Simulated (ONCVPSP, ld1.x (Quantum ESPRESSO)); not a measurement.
**Potentials for phosphorus compared**

Generated with ld1.x 7.5 (TM, RRKJ, ultrasoft, PAW), atompaw 4.2 or ONCVPSP 4.0.1. The cutoff is in Ry: for ld1.x and atompaw files where the sum of valence levels is converged to 10 mRy in a Bessel basis, for ONCV files where the hardest occupied wave has 1 mHa per electron of residual kinetic energy. The error is the largest all-electron minus pseudo excitation energy over each file’s own four to seven test configurations (ionisations up to +4, promotions, holes and added fractions of an electron), all of which were solved. The labels leave out finer settings (local radius, basis sizes, second energies), which also bear on the numbers. Spin-polarised tests are not counted. The rows are a selection from randomly drawn settings: files with unsolved tests, undetermined cutoffs or missed reference levels are left out.

A true bound ghost makes a file unfit for plane-wave use even where its test errors are small: the radial tests pick states by their node count and pass the ghost by.

```tsv
potential	cutoff (Ry)	largest error (meV)	bound ghosts
ultrasoft, Wu–Cohen, fully relativistic, rc 1.40/1.42/1.20 (spd), local smoothed, core correction no, reference 3s2 3p3	18	+89	s
ONCV, PBE, non-relativistic, rc 1.60/1.95/2.05 (spd), local smoothed, core correction yes, reference 3s1.75 3p3.25, qcut 5.2/4.1/5, projectors 2/2/1	21	+1.2	none
```

Problem. Fill in the row for P: ONCV, PBE, fully relativistic, rc 1.40/1.20/1.30 (spd), local smoothed, core correction no, reference 3s2 3p1, qcut 4.2/5.6/7.6, projectors 3/2/2.

Solution. cutoff 331 Ry, largest error +127 meV, bound ghosts: s, p3/2, p1/2.

Problem. Fill in the row for P: ONCV, PBE, non-relativistic, rc 0.70/0.75/0.65 (spd), local smoothed, core correction yes, reference 2s2 2p6 3s2 3p1, qcut 12.9/19.8/16.5, projectors 2/2/3.

Solution. cutoff 295 Ry, largest error +7.0 meV, bound ghosts: none.

Problem. Fill in the row for P: ONCV, LDA (Perdew-Wang 92), scalar-relativistic, rc 1.00/0.95/0.95 (spd), local smoothed, core correction yes, reference 2s2 2p6 3s2 3p2.75, qcut 14.3/11.8/11.4, projectors 2/2/2.

Solution. cutoff 186 Ry, largest error +2.9 meV, bound ghosts: none.
